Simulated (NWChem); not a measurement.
System: C2H4N3 cation; SMILES c1nc[nH+][nH]1

Input file for NWChem:

```
start job
memory heap 200 mb stack 900 mb global 1100 mb
charge 1
geometry units angstroms noautosym nocenter noautoz
  C     -1.052577    -0.440213     0.000000
  N     -0.001807    -1.244872     0.000000
  C      1.051284    -0.443250     0.000000
  N      0.670474     0.838242     0.000000
  N     -0.668071     0.840175     0.000000
  H     -2.102441    -0.740457     0.000000
  H      2.100274    -0.746527     0.000000
  H      1.221855     1.696792     0.000000
  H     -1.216967     1.700315     0.000000
end
basis spherical
  * library def2-svp
end
dft
  xc xpbe96 cpbe96
  iterations 150
end
property
  efieldgrad
end
task dft property
```

Parts of the log:

```
             Northwest Computational Chemistry Package (NWChem) 7.3.0
             --------------------------------------------------------

                             Geometry "geometry" -> ""
                             -------------------------

 Output coordinates in angstroms (scale by  1.889725989 to convert to a.u.)

  No.       Tag          Charge          X              Y              Z
 ---- ---------------- ---------- -------------- -------------- --------------
    1 C                    6.0000    -1.05257700    -0.44021300     0.00000000
    2 N                    7.0000    -0.00180700    -1.24487200     0.00000000
    3 C                    6.0000     1.05128400    -0.44325000     0.00000000
    4 N                    7.0000     0.67047400     0.83824200     0.00000000
    5 N                    7.0000    -0.66807100     0.84017500     0.00000000
    6 H                    1.0000    -2.10244100    -0.74045700     0.00000000
    7 H                    1.0000     2.10027400    -0.74652700     0.00000000
    8 H                    1.0000     1.22185500     1.69679200     0.00000000
    9 H                    1.0000    -1.21696700     1.70031500     0.00000000

 Effective nuclear repulsion energy (a.u.)     175.8706740701

  pbe96 is a nonlocal functional; adding pw91lda local functional.
                              NWChem Property Module
                              ----------------------

  itol2e modified to match energy
  convergence criterion.

                                 NWChem DFT Module
                                 -----------------

 Summary of "ao basis" -> "ao basis" (spherical)
 ------------------------------------------------------------------------------
       Tag                 Description            Shells   Functions and Types
 ---------------- ------------------------------  ------  ---------------------
 C                          def2-svp                 6       14   3s2p1d
 N                          def2-svp                 6       14   3s2p1d
 H                          def2-svp                 3        5   2s1p

  itol2e modified to match energy
  convergence criterion.

[...]

          -----------------------
          Electric field gradient
          -----------------------

 1 a.u. = 0.324123 10**(16) esu/cm**3  ( or statvolts/cm**2 ) = 0.97174 10**(22) v/m**2

 ------------------------------------------------------------
   Atom      X         Y         Z
 ------------------------------------------------------------
    1 C   -1.98908  -0.83188   0.00000
 ------------------------------------------------------------

 Electric field gradient in molecular frame (a.u.)
         XX             YY             ZZ             XY             XZ             YZ
 ------------------------------------------------------------------------------------------
        0.304488      -0.115168      -0.189320      -0.006215       0.000000      -0.000000

 Principal components (a.u.) and orientation
 of principal axis w.r.t. absolute frame                      Asymmetry parameter eta
 --------------------------------------------------------------------------------------
        0.304580      -0.189320      -0.115260                       0.243156

        0.999890      -0.000000       0.014804
       -0.014804       0.000000       0.999890
        0.000000       1.000000      -0.000000

 ------------------------------------------------------------
   Atom      X         Y         Z
 ------------------------------------------------------------
    2 N   -0.00341  -2.35247   0.00000
 ------------------------------------------------------------

 Electric field gradient in molecular frame (a.u.)
         XX             YY             ZZ             XY             XZ             YZ
 ------------------------------------------------------------------------------------------
       -0.440603       0.904811      -0.464208       0.001942       0.000000      -0.000000

 Principal components (a.u.) and orientation
 of principal axis w.r.t. absolute frame                      Asymmetry parameter eta
 --------------------------------------------------------------------------------------
        0.904814      -0.464208      -0.440606                       0.026085

        0.001443      -0.000000       0.999999
        0.999999       0.000000      -0.001443
       -0.000000       1.000000       0.000000

 ------------------------------------------------------------
   Atom      X         Y         Z
 ------------------------------------------------------------
    3 C    1.98664  -0.83762   0.00000
 ------------------------------------------------------------

 Electric field gradient in molecular frame (a.u.)
         XX             YY             ZZ             XY             XZ             YZ
 ------------------------------------------------------------------------------------------
        0.304520      -0.115200      -0.189321       0.005002       0.000000       0.000000

 Principal components (a.u.) and orientation
 of principal axis w.r.t. absolute frame                      Asymmetry parameter eta
 --------------------------------------------------------------------------------------
        0.304580      -0.189321      -0.115259                       0.243159

        0.999929      -0.000000      -0.011915
        0.011915       0.000000       0.999929
        0.000000       1.000000      -0.000000

 ------------------------------------------------------------
   Atom      X         Y         Z
 ------------------------------------------------------------
    4 N    1.26701   1.58405   0.00000
 ------------------------------------------------------------

[...]
```

Level: PBE/def2-SVP. All runs use the structure optimised with PBE0/def2-SVP. NWChem prints the field gradient with the sign opposite to the second derivative of the potential.
